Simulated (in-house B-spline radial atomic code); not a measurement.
Whole-atom quantities along the 15-electron series, configuration [Ne] 3s2 3p3. Computed with a radial B-spline atomic code at the basis-set limit: non-relativistic Hartree-Fock, average of the configuration, point nuclei.

This level leaves out relativity, spin-orbit splitting included, which matters for heavy ions.

```json
{"ion": "Rh30+", "Z": "45", "E/Z² (Eh)": "-1.9853", "Σ<r²> (bohr²)": "0.85165", "n(0)/Z³ (bohr⁻³)": "0.70357", "Lamb diamagnetic shielding (ppm)": "3390.78", "repulsion over attraction": "0.064641"}
{"ion": "Pd31+", "Z": "46", "E/Z² (Eh)": "-1.9913", "Σ<r²> (bohr²)": "0.80811", "n(0)/Z³ (bohr⁻³)": "0.7043", "Lamb diamagnetic shielding (ppm)": "3471.65", "repulsion over attraction": "0.063319"}
{"ion": "Ag32+", "Z": "47", "E/Z² (Eh)": "?", "Σ<r²> (bohr²)": "?", "n(0)/Z³ (bohr⁻³)": "?", "Lamb diamagnetic shielding (ppm)": "?", "repulsion over attraction": "?"}
{"ion": "Cd33+", "Z": "48", "E/Z² (Eh)": "-2.0025", "Σ<r²> (bohr²)": "0.73052", "n(0)/Z³ (bohr⁻³)": "0.70567", "Lamb diamagnetic shielding (ppm)": "3633.4", "repulsion over attraction": "0.060829"}
{"ion": "In34+", "Z": "49", "E/Z² (Eh)": "-2.0078", "Σ<r²> (bohr²)": "0.69587", "n(0)/Z³ (bohr⁻³)": "0.70631", "Lamb diamagnetic shielding (ppm)": "3714.27", "repulsion over attraction": "0.059655"}
{"ion": "Sn35+", "Z": "50", "E/Z² (Eh)": "?", "Σ<r²> (bohr²)": "?", "n(0)/Z³ (bohr⁻³)": "?", "Lamb diamagnetic shielding (ppm)": "?", "repulsion over attraction": "?"}
{"ion": "Sb36+", "Z": "51", "E/Z² (Eh)": "-2.0178", "Σ<r²> (bohr²)": "0.63361", "n(0)/Z³ (bohr⁻³)": "0.70754", "Lamb diamagnetic shielding (ppm)": "3876.01", "repulsion over attraction": "0.057437"}
```

(1) Fill in the row of Ag32+.

(2) Fill in the row of Sn35+.

(3) With what power of Z does the column «Σ<r²> (bohr²)» change over this range?

## Answers

(1) E/Z² (Eh): -1.997; Σ<r²> (bohr²): 0.76784; n(0)/Z³ (bohr⁻³): 0.70499; Lamb diamagnetic shielding (ppm): 3552.53; repulsion over attraction: 0.062049.

(2) E/Z² (Eh): -2.0129; Σ<r²> (bohr²): 0.66364; n(0)/Z³ (bohr⁻³): 0.70694; Lamb diamagnetic shielding (ppm): 3795.14; repulsion over attraction: 0.058525.

(3) A fit of the logarithm of its size against log Z from Z = 45 to 51 has slope -2.36. Unscreened non-relativistic hydrogenic orbitals would give -2.
